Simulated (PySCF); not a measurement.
## C₂H₆Cl₄Si₂: full NMR table

```yaml
Formula: C2H6Cl4Si2
SMILES: C[Si](C)(Cl)[Si](Cl)(Cl)Cl
InChI: InChI=1S/C2H6Cl4Si2/c1-7(2,3)8(4,5)6/h1-2H3
Point_group_of_the_computed_structure: Cs
Degrees_of_unsaturation: 0
Carbon_signals: 1
Proton_signals: 1
```

Bonds (- single, = double, # triple, : aromatic): C1-Si2 1.905 Å, Si2-C3 1.906 Å, Si2-Cl4 2.031 Å, Si2-Si5 2.341 Å, Si5-Cl6 2.031 Å, Si5-Cl7 2.031 Å, Si5-Cl8 2.035 Å. C1 carries H9, H10, H11; C3 carries H12, H13, H14.

Theoretical values (PySCF 2.14): GIAO PBE0/pcSseg-1 shieldings, coordinates at the GFN2-xTB level. No solvent model, non-relativistic Hamiltonian, equivalent nuclei averaged, one computed conformer.

δ = σ(ref) − σ, references computed at the same level: 1H and 13C and 29Si against TMS.

| carbon | δC, type | δH (multiplicity) | HMBC from (2–3 bonds) | span of the C tensor (ppm) |
| --- | --- | --- | --- | --- |
| C1/C3 | 3.5, CH3 | 0.54 (s) | H9/H10/H11/H12/H13/H14 | 22 |

Other nuclei:
```csv
atoms,nucleus,environment,δ (ppm),σ (ppm)
Si5,29Si,"silicon bonded to 3 Cl, Si",29.5,319.7
Si2,29Si,"silicon bonded to 2 C, Cl, Si",15.9,333.3
```

1. Carbon types of the structure: 2 × CH3, which accounts for all hydrogens.
2. δC 3.5: methyl carbon bonded to Si; an electropositive neighbour leaves it electron-rich and shielded.
3. δH 0.54: hydrogen on a methyl carbon bonded to Si; an electropositive neighbour shields it, as in TMS itself.

Shifts are as computed. Against solution values, carbons near 30 ppm lie about +3 ppm off and those near 130 ppm about +5 ppm. Of 1211 compounds with measured shifts, 218 miss one by over three times the rms of a fit or turn the order of signals round; such compounds aren't used in these exercises.
